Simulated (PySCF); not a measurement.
Species: BrH₅OSi₂.
Geometry (PBE0-D3(BJ)/def2-SVP, Å), atoms numbered from 1 in this order:
```
atom  x, y, z in Å
Si1   -1.5875   -0.1502   -0.2067
O2    -0.1182    0.3517    0.3929
Si3    1.5201    0.3117    0.3713
Br4    2.2238   -1.1799   -1.1239
H5    -2.2984    1.0269   -0.7817
H6    -2.3883   -0.7212    0.9127
H7    -1.3810   -1.1823   -1.2633
H8     2.0560    1.6361   -0.0347
H9     2.0321   -0.1109    1.6993
```

Method: PBE0-D3(BJ)/def2-SVP geometry optimisation, gas phase in PySCF 2.14.0.

Take the most abundant isotopes and a rigid rotor. The values belong to one conformer with, in the numbering `[SiH3:1][O:2][SiH2:3][Br:4]`, Si1–O2–Si3–Br4 -4°.

Q: What are A, B and C (GHz)?

A: Ia = 94.31, Ib = 426.36, Ic = 508.57 u·Å²; 505379 MHz·u·Å²/I gives 5359, 1185 and 993.7 MHz, that is A = 5.3585, B = 1.1853, C = 0.9937 GHz.

Q: Classify the top.

A: A near-prolate asymmetric top; Ray's κ = -0.912.

Q: What does the inertial defect say?

A: Not planar: Δ = Ic − Ia − Ib = -12.10 u·Å². For a rigid frame Δ = −2 Σ m c², so Σ m c² = 6.05 u·Å² lies off the ab plane: 6.04 from hydrogen and 0.01 from heavier atoms. The atom farthest from that plane is 1.25 Å away.

Q: Give the other two planar moments, Paa and Pbb, and the rms extents of the mass along the axes.

A: Paa = Σ m a² = (Ib + Ic − Ia)/2 = 420.30 and Pbb = Σ m b² = (Ia + Ic − Ib)/2 = 88.26 u·Å². With the mass M = 155.91 u, the rms extents √(P/M) along a, b and c are 1.64, 0.75, 0.20 Å.

Q: Which lines would a microwave search look for?

A: The dipole components are |μa| = 0.95 D, |μb| = 0.42 D, |μc| = 0.02 D. Intensities carry the squares of the components, which stand as 1.00 : 0.20 : 0.00 (a : b : c). Some lines, for components of 0.1 D or more:

```tsv
type	branch	J(Ka,Kc)	MHz	lower level (cm⁻¹)
a	Q	2(1,1) ← 2(1,2)	575	0.351
a	Q	3(1,2) ← 3(1,3)	1150	0.559
b	R	3(0,3) ← 2(1,2)	2523	0.351
b	Q	1(1,0) ← 1(0,1)	4365	0.073
a	R	2(1,1) ← 1(1,0)	4550	0.218
b	Q	2(1,1) ← 2(0,2)	4563	0.218
b	Q	3(1,2) ← 3(0,3)	4872	0.435
a	R	3(1,3) ← 2(1,2)	6246	0.351
b	R	1(1,1) ← 0(0,0)	6352	0.000
a	R	3(0,3) ← 2(0,2)	6511	0.218
a	R	3(2,2) ← 2(2,1)	6537	0.788
a	R	3(2,1) ← 2(2,0)	6563	0.788
a	R	3(1,2) ← 2(1,1)	6821	0.370
b	R	2(1,2) ← 1(0,1)	8340	0.073
b	Q	3(2,1) ← 3(1,2)	12268	0.598
b	Q	2(2,0) ← 2(1,1)	12526	0.370
b	Q	2(2,1) ← 2(1,2)	13094	0.351
b	Q	3(2,2) ← 3(1,3)	13386	0.559
b	R	2(2,1) ← 1(1,0)	17069	0.218
b	R	2(2,0) ← 1(1,1)	17267	0.212
b	R	3(2,2) ← 2(1,1)	19057	0.370
b	R	3(2,1) ← 2(1,2)	19664	0.351
b	Q	3(3,0) ← 3(2,1)	21317	1.007
b	Q	3(3,1) ← 3(2,2)	21349	1.006
b	R	3(3,1) ← 2(2,0)	27880	0.788
b	R	3(3,0) ← 2(2,1)	27886	0.788
```

No frequency check. No vibrational averaging or centrifugal distortion is included, and the geometry carries the error of its method. A rigid rotor knows nothing of internal rotation, which can split or shift real lines. Quadrupole hyperfine structure (79Br) is left out.
